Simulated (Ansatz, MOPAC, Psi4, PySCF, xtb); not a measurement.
Noncovalent pair: GeH4 (SMILES [GeH4]) (first 5 atoms) with C2H6O (SMILES COC); geometry from B3LYP-D3(BJ)/def2-TZVP, rigid monomers moved along the line of their centres of mass till Ge1···O7 is 3.61 Å.
(charge 0, multiplicity 1):
```xyz
14

Ge     0.275     0.005     0.668
H     -0.190    -1.429     0.947
H     -0.719     1.011     1.266
H      0.320     0.222    -0.858
H      1.678     0.243     1.239
C      0.422     0.883     4.810
O      0.035    -0.356     4.256
C     -1.309    -0.680     4.537
H      0.331     0.876     5.903
H     -0.189     1.704     4.414
H      1.462     1.050     4.538
H     -1.481    -0.761     5.618
H     -1.517    -1.640     4.068
H     -1.994     0.074     4.129
```

Counterpoise-corrected where a basis set is named; no monomer relaxation. Rows marked so take none.

Correlated levels freeze the cores. Filled d and f shells under p-block atoms count as core. Rows in 3-21G carry no dispersion term and start afresh at each structure; the Pople sets are all-electron and without relativity. The state reached by AM1, PM7 isn't checked; PM7 holds dispersion and hydrogen-bond terms.

Run with Ansatz (Gaussian orbitals); MOPAC for AM1, PM7 (differences of heats of formation); Psi4 for SAPT; PySCF for 3-21G rows, the dispersion terms; xtb for the GFN methods. Each number belongs to the level named beside it.

```
level                          interaction energy (meV)
-----------------------------  ------------------------
GFN-FF                                            -50.4
AM1                                                20.2
PM7                                               -48.9
GFN1-xTB                                         -294.6
PBE-D4/def2-TZVPPD                                -95.5
B3LYP/3-21G (no counterpoise)                         ?
PBE0-D4/def2-TZVPPD                               -91.7
wB97X-V/def2-TZVPPD                               -90.1
SAPT0/aug-cc-pVDZ                                 -91.1
```

**Question.** Complete the blanks.

**Answer.** 
- B3LYP/3-21G (no counterpoise), interaction energy (meV): -182.4

Ansatz is an electronic-structure program.
